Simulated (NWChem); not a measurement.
# C2HF3OSi; SMILES FC1=CO[Si]1(F)F

```xyz
8

F      1.0674     2.2535     0.0000
C      0.2187     1.2312     0.0000
C     -1.1419     1.1988     0.0000
O     -1.5700    -0.1420     0.0000
Si     0.0913    -0.6109     0.0000
F      0.5010    -1.4942    -1.2886
F      0.5010    -1.4942     1.2886
H     -1.9191     1.9795     0.0000
```
Atoms are numbered in this order, from 1.

Computed with NWChem. Pople sets run with spherical d functions. All runs use the structure optimised with PBE-D3(BJ)/def2-SVP. Atomic charges in e: unrestrained fits to the electrostatic potential beside Mulliken populations; buried atoms are poorly determined by the fit.

For level Hartree-Fock/6-31G*:

```
Property      Result
------------  ------
Mulliken F1    -0.40
Mulliken C2     0.09
Mulliken O4    -0.74
ESP Si5         1.28
Mulliken Si5    1.63
```

**Question.** Estimate the same quantities for level B3LYP/def2-SVP.

**Answer.** The Mulliken F1 is -0.17 and the Mulliken C2 is -0.03. The Mulliken O4 is -0.43 and the ESP Si5 comes out as 1.11. The Mulliken Si5 comes out as 1.00.
